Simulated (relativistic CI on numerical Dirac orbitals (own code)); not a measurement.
# Ligand-field terms of d4

Computed with a parametric ligand-field model of a d^n configuration (Racah B and C, spin-orbit zeta, crystal field), exact diagonalisation.

Field parameters in Wybourne normalisation: Oh B⁴₀ = 21Dq, B⁴₄ = √(5/14) B⁴₀; Td as Oh with Dq negative (B⁴₀ = 21Dq, B⁴₄ = √(5/14) B⁴₀). The field is a parameter set, without covalency.

Q: Ground term and bands for B = 830, C = 3930, ζ = 0 cm⁻¹, Td, 10Dq = -11900 cm⁻¹?

A: Ground term 5T2 with 2.00 electrons in the two orbitals of the cubic e set. Spin-allowed: 5E 11900 cm⁻¹ (840 nm). Lowest spin-forbidden: 1A1 8605 cm⁻¹ (1162 nm), 3T1 9933 cm⁻¹ (1007 nm), 3T2 13851 cm⁻¹ (722 nm).

Q: Ground term and bands for B = 770, C = 3910, ζ = 0 cm⁻¹, Td, 10Dq = -7550 cm⁻¹?

A: Ground term 5T2 with 2.00 electrons in the two orbitals of the cubic e set. Spin-allowed: 5E 7550 cm⁻¹ (1325 nm). Lowest spin-forbidden: 3T1 13583 cm⁻¹ (736 nm), 1A1 16327 cm⁻¹ (612 nm), 3T2 16399 cm⁻¹ (610 nm).

Q: Ground term and bands for B = 410, C = 1740, ζ = 0 cm⁻¹, Oh, 10Dq = 31050 cm⁻¹?

A: Ground term 3T1 with 0.01 electrons in the two orbitals of the cubic e set. Spin-allowed: 3E 29267 cm⁻¹ (342 nm), 3T1 29698 cm⁻¹ (337 nm), 3T2 30198 cm⁻¹ (331 nm), 3A1 30844 cm⁻¹ (324 nm). Lowest spin-forbidden: 1T2 5379 cm⁻¹ (1859 nm), 1E 5811 cm⁻¹ (1721 nm), 1A1 12821 cm⁻¹ (780 nm).

Q: Ground term and bands for B = 440, C = 1950, ζ = 0 cm⁻¹, Oh, 10Dq = 30300 cm⁻¹?

A: Ground term 3T1 with 0.01 electrons in the two orbitals of the cubic e set. Spin-allowed: 3E 28340 cm⁻¹ (353 nm), 3T1 28830 cm⁻¹ (347 nm), 3T2 29369 cm⁻¹ (340 nm), 3A1 30035 cm⁻¹ (333 nm). Lowest spin-forbidden: 1T2 5899 cm⁻¹ (1695 nm), 1E 6384 cm⁻¹ (1566 nm), 1A1 13916 cm⁻¹ (719 nm).

Q: Ground term and bands for B = 430, C = 1970, ζ = 0 cm⁻¹, Oh, 10Dq = 22650 cm⁻¹?

A: Ground term 3T1 with 0.02 electrons in the two orbitals of the cubic e set. Spin-allowed: 3E 20759 cm⁻¹ (482 nm), 3T1 21260 cm⁻¹ (470 nm), 3T2 21781 cm⁻¹ (459 nm), 3A1 22425 cm⁻¹ (446 nm). Lowest spin-forbidden: 1T2 5778 cm⁻¹ (1731 nm), 1E 6309 cm⁻¹ (1585 nm), 5E 10675 cm⁻¹ (937 nm).
